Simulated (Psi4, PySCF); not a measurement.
Here is a job for PySCF.
```python
from pyscf import gto, scf, cc

mol = gto.Mole()
mol.atom = '''
    B    -0.655879    0.141966    0.016625
    N     0.605028   -0.194095   -0.019526
    H    -1.525687   -0.651800   -0.026503
    H    -1.005560    1.273977    0.095596
    H     1.575445    0.026662   -0.015533
'''
mol.basis = '6-31g**'
mol.charge = 0
mol.spin = 1
mol.verbose = 4
mol.build()

mf = scf.UHF(mol)
mf.kernel()

mycc = cc.CCSD(mf, frozen=2)
mycc.kernel()
et = mycc.ccsd_t()
print('E(CCSD(T)) = %.10f' % (mycc.e_tot + et))
```

Question: Write the same job for Psi4.

Answer: This is not unique; one that fits is 
```
memory 2 GB

molecule {
0 2
B    -0.65587946    0.14196566    0.01662518
N     0.60502837   -0.19409535   -0.01952649
H    -1.52568697   -0.65179993   -0.02650347
H    -1.00555975    1.27397698    0.09559561
H     1.57544545    0.02666206   -0.01553258
}

set {
  basis 6-31g**
  reference uhf
  freeze_core true
  mp2_type conv
  scf_type pk
  puream true
  d_convergence 1e-8
}

energy('ccsd(t)')
print_variables()
```

Both were run: PySCF gave -81.105579 Eh and Psi4 -81.105579 Eh, 0.000 mEh apart.
